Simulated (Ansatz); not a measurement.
System: sum formula SiH₂S₂Cl, charge 0, multiplicity 2. It need not be the lowest isomer of its formula. 
Coordinates optimised at B3LYP-D3(BJ)/def2-TZVP (Ansatz, an electronic-structure program):
```xyz
6

S      1.5754    -0.8381     0.8687
Si    -0.1230     0.3822     0.3880
S     -1.7078    -1.0516     0.1942
Cl     0.2389     1.4666    -1.3589
H      2.4603     0.0779     0.4380
H     -2.6810    -0.1239     0.2257
```
Charge 0, spin multiplicity 2.

Wanted: atomisation energy (electronic, to ground-state atoms); the coupled-cluster value holds the core correlation from cc-pwCVTZ, in kJ/mol. Cores are frozen in the correlated levels unless marked. UHF or UKS for open shells. Spin-orbit coupling is left out. No relativistic terms. CBS(X,Y): correlation extrapolated as X^-3; Hartree-Fock from the larger set.

Level to compare with: CCSD(T)/CBS(cc-pV(T+d)Z,cc-pV(Q+d)Z) plus the core term (Ansatz), 1743.1 kJ/mol. It is a level with limits of its own, and the differences hold the functionals' basis error too.

Question: Rank these functionals by how close they come to CCSD(T)/CBS(cc-pV(T+d)Z,cc-pV(Q+d)Z), closest first: revPBE/def2-TZVPD (Ansatz); wB97M-V/def2-TZVPD (Ansatz); r2SCAN0/def2-TZVPD (Ansatz).

Answer: wB97M-V/def2-TZVPD (range-separated hybrid meta-GGA with VV10, 1746.3 kJ/mol, difference 3.2), r2SCAN0/def2-TZVPD (hybrid meta-GGA, 1725.4 kJ/mol, difference -17.7), revPBE/def2-TZVPD (GGA, 1685.7 kJ/mol, difference -57.4)
